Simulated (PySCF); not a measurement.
NbOBr2, SMILES [O]=[Nb]([Br])[Br] (connectivity only; charge and spin as stated), neutral, multiplicity 2.

Coordinates come from a B3LYP-D3(BJ)/def2-SVP optimisation. The multiplicity is an assumed one; other spin states were not compared. The def2 effective core potentials stand for the cores of Nb; spin–orbit coupling is left out.

All values below come from B3LYP/def2-TZVPD (PySCF).

Isolated molecule, no solvent.

Computed frontier levels, dipole moment and polarisability:
```json
{
 "α spin, highest occupied and lowest empty level": "-6.97 and -4.02 eV",
 "β spin, highest occupied and lowest empty level": "-8.76 and -3.72 eV",
 "dipole_moment": "1.11 D",
 "quadrupole, principal values (traceless, Buckingham form, about the centre of nuclear charge)": "-5.68, -1.42, 7.10 D·Å",
 "mean_static_polarisability": "90.0 bohr³ (13.34 Å³)",
 "polarisability_principal_values": "68.8, 84.8, 116.3 bohr³",
 "⟨S²⟩": "0.755 (pure state 0.75)"
}
```
